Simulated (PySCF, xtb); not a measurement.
C4H12OSi, SMILES CC[Si@H](C)OC. The values are those of a single conformer.

Harmonic wavenumbers (cm⁻¹) from GFN2-xTB (xtb 6.7.1) at its own minimum, in rising order: 54, 69, 93, 114, 125, 149, 201, 226, 312, 323, 612, 635, 682, 719, 729, 780, 822, 845, 980, 1020, 1076, 1131, 1136, 1152, 1245, 1296, 1377, 1415, 1420, 1483, 1487, 1491, 1492, 1497, 1511, 1513, 2295, 2941, 2949, 2954, 2986, 2987, 3006, 3020, 3030, 3039, 3041, 3052.

Task: What does ωB97X-D3(BJ)/def2-SVP in PySCF 2.14.0 give at its own minimum? (Estimate from the structure and the level; the computed values follow.)

Result: 66, 77, 110, 136, 153, 165, 202, 242, 334, 340, 618, 641, 702, 749, 767, 780, 880, 903, 979, 987, 1066, 1176, 1189, 1229, 1254, 1279, 1283, 1408, 1439, 1443, 1444, 1483, 1485, 1487, 1490, 1493, 2262, 3016, 3058, 3062, 3064, 3088, 3109, 3141, 3148, 3153, 3162, 3170. Paired by order, the mean absolute difference is 44 cm⁻¹ and the zero-point energies are 95.1 and 97.1 kcal/mol.
